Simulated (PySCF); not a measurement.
Run record: excited-state job, 4-fluorophenol (`Oc1ccc(F)cc1`).

Computed with TDDFT wB97X-D/def2-SVPD, vertical, gas phase, core orbitals frozen in the response (PySCF 2.14.0, density-fitted response routines). Geometry: GFN2-xTB. The input is one job of a driver script: a line of settings, then coordinates in Å.

Input:
```
{"job": {"kind": "uv", "xc": "wB97X-D", "basis": "def2-SVPD", "nstates": 8, "ntriplets": 3}, "charge": 0, "multiplicity": 1}
O     -2.164917    -0.894892    -0.892224
C     -0.996278    -0.410171    -0.397687
C      0.079894    -0.095832    -1.220263
C      1.253444     0.395543    -0.677759
C      1.335198     0.566608     0.690509
F      2.480444     1.045860     1.225552
C      0.276812     0.260663     1.528034
C     -0.891686    -0.228472     0.979522
H     -2.110073    -0.976196    -1.852106
H     -0.001234    -0.236205    -2.289523
H      2.095333     0.643718    -1.303988
H      0.375701     0.407158     2.591746
H     -1.737027    -0.477295     1.600458
```

Output:
```
coarse grid: 11792 points
cycle   1  E = -406.1404969303  dE =  1.743e+00  |g| = 6.735e-01  |ddm| = 7.970e+00
cycle   2  E = -406.1422392571  dE = -1.742e-03  |g| = 7.259e-01  |ddm| = 2.257e+00
cycle   3  E = -406.2300500167  dE = -8.781e-02  |g| = 7.267e-02  |ddm| = 1.124e+00
cycle   4  E = -406.2310597070  dE = -1.010e-03  |g| = 2.776e-02  |ddm| = 2.243e-01
cycle   5  E = -406.2312455107  dE = -1.858e-04  |g| = 7.251e-03  |ddm| = 1.061e-01
cycle   6  E = -406.2312584486  dE = -1.294e-05  |g| = 1.672e-03  |ddm| = 3.006e-02
cycle   7  E = -406.2312592509  dE = -8.023e-07  |g| = 5.310e-04  |ddm| = 6.896e-03
final grid: 116920 points
cycle   8  E = -406.2950503448  dE = -9.730e-05  |g| = 5.721e-03  |ddm| = 3.150e-01
cycle   9  E = -406.2950510378  dE = -6.930e-07  |g| = 6.411e-03  |ddm| = 3.488e-02
cycle  10  E = -406.2950575471  dE = -6.509e-06  |g| = 3.772e-04  |ddm| = 8.102e-03
cycle  11  E = -406.2950576183  dE = -7.113e-08  |g| = 2.258e-04  |ddm| = 3.915e-03
cycle  12  E = -406.2950576307  dE = -1.246e-08  |g| = 4.610e-05  |ddm| = 6.824e-04
cycle  13  E = -406.2950576317  dE = -9.472e-10  |g| = 2.183e-05  |ddm| = 2.189e-04
converged SCF energy = -406.2950576317

Static polarisability (au): isotropic 71.808, principal 44.264 80.676 90.484

Singlet excitations
state   eV       nm        f      main configurations
  1   5.0590    245.1   0.05225   H->L 0.87, H-1->L+1 0.12
  2   6.0714    204.2   0.04385   H->L+1 0.74, H-1->L 0.25
  3   6.3725    194.6   0.00009   H->L+2 0.92
  4   7.0931    174.8   0.59995   H-1->L 0.72, H->L+1 0.24
  5   7.1737    172.8   0.00042   H->L+3 0.73, H->L+5 0.10
  6   7.3128    169.5   0.44207   H-1->L+1 0.83, H->L 0.12
  7   7.3626    168.4   0.00171   H->L+5 0.58, H->L+3 0.20, H->L+4 0.11
  8   7.6738    161.6   0.00148   H->L+4 0.65, H->L+5 0.18

Triplet excitations (Tamm-Dancoff, eV): 4.0809 4.1627 4.8605
```

The SCF starts on a coarse grid where the log names one; the energy can jump when the final grid takes over, and dE then counts from the start density on the new grid. H and L stand for HOMO and LUMO; the number after each pair is its weight.

Q: Give S1 in cm⁻¹ and kJ/mol.

A: 5.0590 eV × 8065.54 = 40804 cm⁻¹; × 96.485 = 488.1 kJ/mol.

Q: Which computed singlet has the largest oscillator strength, and what do all of them sum to?

A: State 4 at 7.09 eV (175 nm), f = 0.600; the 8 states sum to 1.142.

In short: HOMO -8.37 eV, LUMO 1.10 eV; lowest singlet 5.06 eV; lowest triplet 4.08 eV (Tamm–Dancoff); mean polarisability 71.8 au.

Q: How long does this job take on one thread, Arm Neoverse V2 (shared host)?

A: About 28 s.

One conformer stands for the species.
Labels such as C1 count atoms from 1, the log's own numbers from 0.

Note: wB97X-D ran without an empirical dispersion term, which enters the total energy and its gradient alone.
